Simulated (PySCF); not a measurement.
## Energy of Re(2+) (rhenium, charge +2) between two integer charges

The 5d alpha orbital of [Xe] 4f14 5d5 is emptied in steps (occupation f), with all orbitals relaxed, ending at [Xe] 4f14 5d4. Computed with PySCF 2.14 in def2-SVP with the def2 core potential (60 electrons), with scalar relativity through the core potential. The exact energy is a straight line in f; departures are measured from the line between the end points of the same method.

```csv
f,BHandHLYP (eV),wB97X (eV),TPSS (eV)
1,0.000,0.000,0.000
0.75,-0.487,-0.295,-1.056
0.5,-0.654,-0.393,-1.412
0.25,-0.494,-0.293,-1.061
0,0.000,0.000,0.000
```

Q: For BHandHLYP, how does the orbital energy at f = 1 compare with the removal energy?

A: −ε = 25.415 eV against a total-energy difference of 27.990 eV. By Janak's theorem ε = ∂E/∂f, so the gap between them reflects the curvature. Along the path −ε is 26.675 (f = 0.75), 27.972 (f = 0.5), 29.295 (f = 0.25) eV.

```csv
method,E(f=0) − E(f=1) (eV),−ε at f=1 (eV),−ε at f=0.5 (eV)
BHandHLYP,27.990,25.415,27.972
wB97X,27.853,26.283,27.860
TPSS,28.125,22.521,28.111
```

Reference removal energy between the ground levels: 27 ± 1.6 eV (theoretical estimate listed by NIST; NIST Atomic Spectra Database, ionization energies). The calculation has no spin-orbit coupling. The determinant left behind need not be the lowest term of the ion.
